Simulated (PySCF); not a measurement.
# BiP: from constants to spectrum

RHF-CCSD(T) constants of BiP, ¹Σ⁺ (singlet), closed shell (basis Bi def2-SVPD with ECP60, P def2-SVPD; scalar-relativistic core potentials; PySCF 2.14; masses 208.9804 and 30.9738 u):

| Property | Result |
| --- | --- |
| ωe | 422.9 cm⁻¹ |
| ωexe | 1.38 cm⁻¹ |
| Be | 0.11417 cm⁻¹ |
| αe | 0.000441 cm⁻¹ |
| De to Bi + P | 2.47 eV |

Problem. What force constant and bond length do these constants imply?

Solution. Reduced mass μred = 26.976 u; k = 5.8918×10⁻⁷·μred·ωe² (u, cm⁻¹, mdyn/Å) = 2.84 mdyn/Å; Re = √(16.8576/(μred·Be)) (u, cm⁻¹, Å) = 2.340 Å.

Problem. Estimate the centrifugal constant D from the Kratzer relation and find the Dunham coefficient a1.

Solution. D = 4Be³/ωe² = 3.33e-08 cm⁻¹; a1 = −1 − αeωe/(6Be²) = -3.38.

Correlated steps freeze 9 core orbitals. Correlated levels converge slowly with the basis: in double zeta they bind strong bonds too weakly, by up to about 1 eV, and carry superposition errors of some tenths. Spin–orbit coupling is left out, which matters for elements this heavy, above all for dissociation energies. Where the molecule has an RHF reference, its open-shell atoms are computed with UHF.
